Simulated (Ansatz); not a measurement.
**What each rung costs, and what it gives**

Saddle point of GaH$_{5}$SO$_{2}$, closed shell (GaH₃SO₂ ([OH][Ga]([OH])[SH]) + H₂ → GaH₃O₂ ([OH][GaH][OH]) + H₂S (still joined by a long Ga–S bond); bonds formed: Ga1–H6, S2–H5; bonds broken: H5–H6; bonds weakened to dative contacts: Ga1–S2), PBE0-D4/def2-TZVP structure:

```csv
atom,x (Å),y (Å),z (Å)
Ga1,0.0097,-0.3602,0.1426
S2,0.6156,1.6601,-1.0442
O3,1.3246,-1.5002,0.5352
O4,-1.5385,-0.9157,-0.5468
H5,0.0842,1.4892,0.5056
H6,-0.2479,0.8662,1.3568
H7,-0.6524,1.7532,-1.4837
H8,2.0491,-1.1239,1.0376
H9,-1.6444,-1.8687,-0.5029
```

Barriers are electronic and count from the start structure reached by relaxing down the imaginary mode.

Program: Ansatz 0.2.0. Basis: as named in each row. Cores are frozen in the correlated methods. Filled d shells of the heavier atoms are correlated. The def2 sets are not built for correlating such inner shells, so the correlated values are less sure here. B3LYP uses VWN-RPA correlation. Extrapolation: Hartree–Fock as exp(−7.88 √X), correlation as X^−2.97.

Times are rough, for one single point on 4 threads of a shared host (Arm Neoverse V2).

The estimate by CCSD(T) at an estimated basis limit (MP2 extrapolated from triple and quadruple zeta, plus CCSD(T) − MP2 in triple zeta) is 1.585 eV.

| method | basis | time (s) | barrier (eV) | method less estimate |
| --- | --- | --- | --- | --- |
| HF | STO-3G | under 1 | 2.974 | 1.389 |
| SPW92 | def2-SVP | under 1 | 0.808 | -0.777 |
| PBE-D4 | STO-3G | under 1 | 2.248 | 0.663 |
| PBE-D4 | def2-SVP | under 1 | 1.128 | -0.457 |
| B3LYP-D4 | 6-31G | under 1 | 1.711 | 0.126 |
| PBE0-D4 | def2-SVP | under 1 | 1.263 | -0.322 |
| SPW92 | def2-TZVPP | under 1 | 0.914 | -0.671 |
| PBE-D4 | def2-TZVPP | 1 | 1.241 | -0.344 |
| BLYP-D4 | def2-TZVPP | 1 | 1.424 | -0.161 |
| B3LYP-D4 | def2-TZVPP | 2 | 1.496 | -0.089 |
| BHLYP-D4 | def2-TZVPP | 2 | 1.640 | 0.055 |
| PBE0-D4 | def2-TZVPP | 2 | 1.357 | -0.228 |
| CAM-B3LYP-D4 | def2-TZVPP | 2 | 1.538 | -0.047 |
| r2SCAN-D4 | def2-TZVPP | 3 | 1.324 | -0.261 |
| r2SCAN0-D4 | def2-TZVPP | 3 | 1.416 | -0.169 |
| RPA on PBE | def2-TZVPP | 4 | 1.559 | -0.026 |
| CCSD(T) | def2-SVP | 4 | 1.578 | -0.007 |
| B2PLYP | def2-TZVPP | 4 | 1.567 | -0.018 |
| PBE-QIDH | def2-TZVPP | 4 | 1.493 | -0.092 |
| wB97M-V | def2-SVP | 4 | 1.406 | -0.179 |
| wB97X-V | def2-TZVPP | 6 | 1.575 | -0.010 |
| B97M-V | def2-TZVPP | 6 | 1.354 | -0.231 |
| wB97M-V | def2-TZVPP | 6 | 1.562 | -0.023 |
| MP2 | def2-QZVPP | 14 | 1.602 | 0.017 |
| CCSD(T) | def2-TZVPP | 89 | 1.575 | -0.010 |

All methods are single points on the PBE0-D4 structures.

The T1 diagnostic stays at or below 0.015.

Labels in which every atom is bracketed show which atoms are joined, not bond orders.
